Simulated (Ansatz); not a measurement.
Saddle point of SiHF4, doublet (SiF₄ ([F][Si]([F])([F])[F]) + H → SiF₃ ([F][Si]([F])[F]) + HF; bonds formed: F1–H6; bonds broken: F1–Si2), PBE0-D4/def2-TZVP structure:

```
atom    x (Å)    y (Å)    z (Å)
  F1  -0.8412  -0.8184   0.6621
 Si2   0.5173   0.1345  -0.0964
  F3   0.1269  -0.0609  -1.6112
  F4   0.0635   1.5807   0.3371
  F5   2.0996   0.1002  -0.0161
  H6  -1.9660  -0.9361   0.7244
```

Energies are electronic, without zero-point energy. Barriers and step energies count from the start structure reached by relaxing down the imaginary mode; all methods use the PBE0-D4 structures, on which another method's saddle can fall below an end. Ansatz 0.2.0; basis: def2-TZVPP, with def2-QZVPP for the basis limit; cores frozen in the correlated methods; orbitals are unrestricted. B3LYP uses VWN-RPA correlation. Extrapolation: Hartree–Fock as exp(−7.88 √X), correlation as X^−2.97.

| method | barrier (kJ/mol) | step energy (kJ/mol) |
| --- | --- | --- |
| SPW92 | 135.1 | 73.9 |
| PBE-D4 | 159.7 | 71.3 |
| BLYP-D4 | 158.2 | 69.4 |
| r2SCAN-D4 | 186.0 | 86.1 |
| B97M-V | 202.7 | 105.3 |
| PBE0-D4 | 199.2 | 85.1 |
| B3LYP-D4 | ? | 80.3 |
| r2SCAN0-D4 | 210.9 | 91.2 |
| BHLYP-D4 | 233.8 | 97.5 |
| CAM-B3LYP-D4 | 207.7 | 88.9 |
| wB97X-V | 230.4 | 96.5 |
| wB97M-V | ? | 97.8 |
| B2PLYP | ? | 91.7 |
| PBE-QIDH | 241.6 | 100.8 |
| RPA on PBE | 218.9 | 90.7 |
| HF | 335.4 | 128.1 |
| MP2 | 256.1 | 107.7 |
| CCSD | 252.9 | 99.2 |
| CCSD(T) | 243.8 | 98.5 |

**Question.** Fill in the withheld barriers. (To be estimated.)

**Answer.** The calculation gives: B3LYP-D4 188.5; B2PLYP 216.3; wB97M-V 214.5 kJ/mol. Each is the energy of the saddle less that of the start structure, by the same method.

For comparison, the barrier by CCSD(T) at an estimated basis limit (MP2 extrapolated from triple and quadruple zeta, plus CCSD(T) − MP2 in triple zeta) is 238.9 kJ/mol.

No T1 diagnostic of these runs exceeds 0.015. ⟨S²⟩ of the unrestricted Hartree–Fock references: 0.75 to 0.78 (a pure state has 0.75).

Radical steps of this kind take place in plasma deposition and etching.

Labels in which every atom is bracketed show which atoms are joined, not bond orders.

For scale, one of the runs: CCSD(T)/def2-TZVPP, 180 basis functions, launched by `ansatz run in.yaml --threads 8 --pin off --events-out ev --progress --plain --max-ram 19148MiB`. Hardware: 8 CPU threads of an Arm Neoverse V1, shared host. Wall time 110 s; peak host memory 5.2 GiB.
